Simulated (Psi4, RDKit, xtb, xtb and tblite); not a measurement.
Internal rotation in C₁₁H₈O₂, SMILES o1c(ccc1)-c1c(C=O)cccc1, singlet. Scanned: dihedral C3–C8–C9–O13; all other coordinates were relaxed at GFN2-xTB. Points at φ and −φ are mirror images.

Atom numbering (GFN2-xTB optimised geometry, Å):
```
21

O     -1.1339    -3.2123     0.2088
C     -0.5926    -2.2007    -0.1623
C     -1.0954    -0.8417     0.0687
C     -2.4632    -0.6887     0.3021
C     -3.0357     0.5640     0.3792
C     -2.2413     1.6906     0.2144
C     -0.8813     1.5596     0.0154
C     -0.2813     0.3003    -0.0411
C      1.1630     0.2170    -0.1508
C      2.0679    -0.7015     0.3260
C      3.3475    -0.2184    -0.0239
C      3.1365     0.9552    -0.6815
O      1.8280     1.2316    -0.7541
H      0.3309    -2.2430    -0.7713
H     -3.0618    -1.5825     0.3980
H     -4.0954     0.6676     0.5564
H     -2.6842     2.6747     0.2548
H     -0.2593     2.4362    -0.0864
H      1.8500    -1.5861     0.8885
H      4.2900    -0.6799     0.1874
H      3.8117     1.6580    -1.1283
```

Levels: GFN1-xTB // GFN2-xTB (xtb); GFN2-xTB (xtb and tblite); B3LYP-D3(BJ)/def2-SVP // GFN2-xTB (Psi4); PBE/def2-SVP // GFN2-xTB (Psi4); UFF // GFN2-xTB (RDKit); PBE-D3(BJ)/def2-SVP // GFN2-xTB (Psi4).

Energies in kJ/mol, each method relative to its own lowest point.

```
φ / °  GFN1-xTB  GFN2-xTB  B3LYP-D3(BJ)/def2-SVP  PBE/def2-SVP   UFF  PBE-D3(BJ)/def2-SVP
-----  --------  --------  ---------------------  ------------  ----  -------------------
-160        1.7       0.0                    0.0           0.0  12.1                  0.0
-140        3.5       1.4                    0.6           1.0   7.1                  1.2
-120       10.0       7.2                    6.7           7.6  10.5                  8.0
-100       15.8      12.0                   12.2          13.7  16.2                 14.4
-80        15.0      11.4                   11.0          12.6  14.5                 13.3
-60         8.3       6.1                    4.9           6.0   4.7                  6.6
-40         2.0       1.2                    0.3           0.8   0.0                  1.4
-20         0.0       0.6                    1.3           1.2   4.3                  1.6
0           1.6       3.4                    4.8           4.3  15.5                  4.9
20          0.0       0.6                    1.3           1.2   4.3                  1.6
40          2.0       1.2                    0.3           0.8   0.0                  1.4
60          8.3       6.1                    4.9           6.0   4.7                  6.6
80         15.0      11.4                   11.0          12.6  14.5                 13.3
100        15.8      12.0                   12.2          13.7  16.2                 14.4
120        10.0       7.2                    6.7           7.6  10.5                  8.0
140         3.5       1.4                    0.6           1.0   7.1                  1.2
160         1.7       0.0                    0.0           0.0  12.1                  0.0
180         6.3       5.0                    6.9           6.4  27.4                  6.4
```

Root-mean-square difference from the PBE-D3(BJ)/def2-SVP profile, itself a level with limits, after the best constant shift (kJ/mol): GFN1-xTB 1.5, GFN2-xTB 0.8, B3LYP-D3(BJ)/def2-SVP 0.9, PBE/def2-SVP 0.2, UFF 5.9.
